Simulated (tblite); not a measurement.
`C=CC(=C)[SiH2][C@@H](Cl)CF`. The geometry is computed with GFN2-xTB (gas phase).

```
atom  x, y, z in Å
C1    -0.6870    2.0867    0.6339
C2    -1.4661    1.0149    0.7115
C3    -1.0126   -0.3662    0.8009
C4    -1.9216   -1.3431    0.8893
Si5    0.8259   -0.8160    0.7687
C6     1.3826   -0.8862   -1.0765
Cl7    0.3223   -2.0414   -1.9279
C8     1.2952    0.4325   -1.8182
F9     2.1073    1.3539   -1.2019
H10    0.3878    2.0235    0.6287
H11   -1.1043    3.0777    0.5722
H12   -2.5431    1.1437    0.7146
H13   -2.9819   -1.1371    0.8853
H14   -1.6426   -2.3802    0.9630
H15    1.7052    0.1232    1.4644
H16    1.0087   -2.1785    1.2721
H17    2.3955   -1.2816   -1.1639
H18    0.2779    0.8356   -1.7950
H19    1.6408    0.3480   -2.8545
```

Problem. Where is the centre of mass (commonest isotopes), and what is the radius of gyration?

Solution. Mass 164.022 u; centre at (0.272, -0.345, -0.405) Å; Rg = √(Σ m r²/M) = 2.229 Å. As Ia + Ib + Ic = 2 Σ m r², the three principal moments sum to 1629.9 u·Å².

Problem. What is the repulsion energy of the bare nuclei, Σ ZA·ZB/RAB?

Solution. 617.88 Eh over 171 pairs, with full nuclear charges and distances in bohr; the largest single term is 41.92 Eh (Si5 with Cl7).

Problem. Give the dihedral angles H17–C6–C8–H18, H12–C2–C3–Si5, C4–C3–Si5–H16, C2–C3–Si5–H15.

Solution. H17–C6–C8–H18 177° (antiperiplanar); H12–C2–C3–Si5 178° (antiperiplanar); C4–C3–Si5–H16 -18° (synperiplanar); C2–C3–Si5–H15 37° (synclinal). Dihedral signs follow IUPAC: positive where, seen along the central bond, the front bond turns clockwise onto the rear one.

Problem. What are the angles C2–C1–H11, H10–C1–H11, C2–C3–C4, C4–C3–Si5, Cl7–C6–C8, F9–C8–H18?

Solution. From the scalar product of the two bond vectors; for C2–C1–H11 it is -0.7418 Å² over 1.3273 × 1.0770 Å², cos θ = -0.5189. C2–C1–H11 121.3°; H10–C1–H11 116.1°; C2–C3–C4 119.0°; C4–C3–Si5 119.2°; Cl7–C6–C8 107.2°; F9–C8–H18 107.0°.

Problem. How far are the heavy atoms from their best plane (unweighted least squares)?

Solution. 0.598 Å rms; C1 0.23, C2 0.44, C3 0.18, C4 0.12, Si5 1.37, C6 0.32, Cl7 0.75, C8 0.56, F9 0.23 Å (magnitudes).

Problem. How far apart are these pairs, which share no bond: C2···H11, C3···H10, H12···H19, H13···H14, H18···H19?

Solution. C2···H11 2.099 Å (2 bonds apart); C3···H10 2.775 Å (3 bonds apart); H12···H19 5.557 Å (6 bonds apart); H13···H14 1.829 Å (2 bonds apart); H18···H19 1.794 Å (2 bonds apart).

Problem. Write the matrix of distances between heavy atoms (Å, lower triangle).

Solution. 
```
C1    0.000
C2    1.327  0.000
C3    2.480  1.456  0.000
C4    3.654  2.408  1.337  0.000
Si5   3.276  2.934  1.893  2.800  0.000
C6    4.006  3.863  3.087  3.872  1.929  0.000
Cl7   4.962  4.417  3.469  3.669  3.004  1.784  0.000
C8    3.561  3.790  3.581  4.564  2.911  1.515  2.661  0.000
F9    3.423  4.068  4.087  5.280  3.199  2.358  3.904  1.374  0.000
```

Its GFN2-xTB frequencies are all real (lowest 28 cm⁻¹). The numbers are those of one conformer. 3 starts were optimised and ended at 0.00, 1.11 and 1.62 kcal/mol (GFN2-xTB); the lowest of these is shown.

The run took 1.8 s on one thread of an Arm Neoverse N1, shared host with 64 logical CPUs at a one-minute load of 61. That covers the optimisation of the geometry.
